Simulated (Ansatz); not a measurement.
# Relaxing a trial structure of ClH7OSi3

The starting geometry of this gas-phase singlet was optimised with GFN2-xTB; its bonds are those of `O[SiH2][SiH2][SiH2]Cl`.

```yaml
atoms:
  - { symbol: Cl, position_ang: [-0.0267, -1.3657, 2.9287] }
  - { symbol: O, position_ang: [0.3616, 1.4070, -2.0035] }
  - { symbol: Si, position_ang: [0.9450, -0.0524, -2.4496] }
  - { symbol: Si, position_ang: [0.2286, -1.3116, -0.6609] }
  - { symbol: Si, position_ang: [0.1737, -0.1206, 1.3324] }
  - { symbol: H, position_ang: [0.4657, 2.1839, -2.5458] }
  - { symbol: H, position_ang: [0.4189, -0.3934, -3.7776] }
  - { symbol: H, position_ang: [2.3978, 0.0590, -2.6416] }
  - { symbol: H, position_ang: [-1.0992, -1.8965, -0.9263] }
  - { symbol: H, position_ang: [1.0898, -2.5015, -0.5333] }
  - { symbol: H, position_ang: [1.4004, 0.6364, 1.5989] }
  - { symbol: H, position_ang: [-0.9325, 0.8305, 1.4548] }
```

Task: Predict what becomes of its bonds when it is optimised with B3LYP-D3(BJ)/def2-SVP.

Result: It keeps its bonds, and is `O[SiH2][SiH2][SiH2]Cl`.

The energy falls by 0.27 eV over 24 steps:

```
step  E − E(last) (eV)
   1             0.269
   4             0.023
   6             0.013
   9             0.006
  11             0.004
  14             0.001
  16             0.001
  19             0.000
  21             0.000
  24             0.000
```

Final geometry (Å):

```xyz
12

Cl   -0.3292   -1.2014    2.8804
O     0.7247    1.4569   -1.6255
Si    0.8207   -0.0221   -2.4255
Si    0.3730   -1.4997   -0.6535
Si    0.0809   -0.0531    1.1733
H     0.8770    2.2641   -2.1318
H    -0.1833   -0.1097   -3.5309
H     2.1731   -0.2262   -3.0311
H    -0.8668   -2.2982   -0.8831
H     1.5092   -2.4326   -0.3961
H     1.3137    0.7335    1.4424
H    -1.0698    0.8636    0.9576
```

No frequencies were run, so the end isn't proven a minimum. Run with Ansatz 0.2.0, 3.4 min on 2 threads of AMD EPYC (Zen 3) (shared host).
